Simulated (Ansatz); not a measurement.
Consider the ligand exchange at the Si–C bond: `[SiH3]C[NH][AlH][SH]` + `C=C[SiH](C)O` → `C=C[SiH](C)O[SiH3]` + `C[NH][AlH][SH]`.

Isolated molecules relaxed with PBE0-D4/def2-TZVP in Ansatz; ΔE leaves out vibrations. CCSD(T)/CBS is the MP2 limit (def2-TZVPP, def2-QZVPP) plus CCSD(T) − MP2 in def2-TZVPP, frozen cores. Functionals use def2-TZVPP. B3LYP here is the variant with VWN-RPA as its local correlation; programs differ in this. Each species was taken in one conformer, which may not be the lowest.

```csv
level,ΔE (kcal/mol),difference from CCSD(T)/CBS
PBE-D4,-25.1,4.1
r2SCAN-D4,-28.5,0.7
PBE0-D4,-26.9,2.3
B3LYP-D4,-29.6,-0.4
ωB97X-V,-28.9,0.3
ωB97M-V,-28.5,0.7
B2PLYP,-29.8,-0.6
PBE,-25.0,4.2
r2SCAN,-28.4,0.8
PBE0,-26.8,2.4
B3LYP,-29.5,-0.3
HF/def2-TZVPP,-34.9,-5.7
MP2/def2-TZVPP,-29.3,-0.1
SCS-MP2/def2-TZVPP,-30.5,-1.3
CCSD/def2-TZVPP,-29.9,-0.7
CCSD(T)/def2-TZVPP,-28.9,0.3
HF/def2-QZVPP,-35.5,-6.3
MP2/def2-QZVPP,-29.7,-0.5
SCS-MP2/def2-QZVPP,-30.8,-1.6
HF/CBS(def2),-35.5,-6.3
MP2/CBS(def2),-29.6,-0.4
CCSD/CBS(def2),-30.1,-0.9
CCSD(T)/CBS,-29.2,0
```

Largest T1 diagnostic among the species: 0.012.

In def2-TZVPP, CCSD(T) changes the Hartree–Fock value by +6.0 kcal/mol (the triples alone add +0.9 kcal/mol) and MP2 by +5.6 kcal/mol. From PBE to PBE0 (25 % exact exchange), in def2-TZVPP and without D4, ΔE moves by −1.8 kcal/mol.
